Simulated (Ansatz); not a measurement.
# Si4H10: a line through the functionals

Si4H10 has 14 atoms, charge 0, and is taken as a singlet. As SMILES, `[SiH3][SiH]([SiH3])[SiH3]`. The shape is that of a PBE0-D4/def2-TZVP optimisation.

The vertical ionisation energy (to the doublet cation) y, in eV, basis 6-31G(d); a is the functional's share of exact exchange. Programs: Ansatz 0.2.0.

| functional | program | a | y (eV) |
| --- | --- | --- | --- |
| PBE | Ansatz | 0 | 9.43 |
| BLYP | Ansatz | 0 | 9.26 |
| B3LYP | Ansatz | 0.2 | 9.66 |
| r2SCAN0 | Ansatz | 0.25 | 9.80 |
| PBE0 | Ansatz | 0.25 | ? |
| BHLYP | Ansatz | 0.5 | 9.79 |

Fit y = c + s·a to the known rows and predict PBE0.


1. Means of the 5 rows: a = 0.1900, y = 9.588.
2. Σ(Δa)² = 0.172, Σ(Δa·Δy) = 0.1684, so the slope is 0.1684/0.172 = 0.97907.
3. Intercept: 9.588 − (0.97907) × 0.1900 = 9.402. The largest residual of the fit is 0.15.
4. PBE0: 9.402 + (0.97907) × 0.25 = 9.65 eV.

The run gave 9.72 eV, so the prediction is off by -0.07 eV, within the largest residual. The rows mix families of semi-local functionals, which the line can't see.
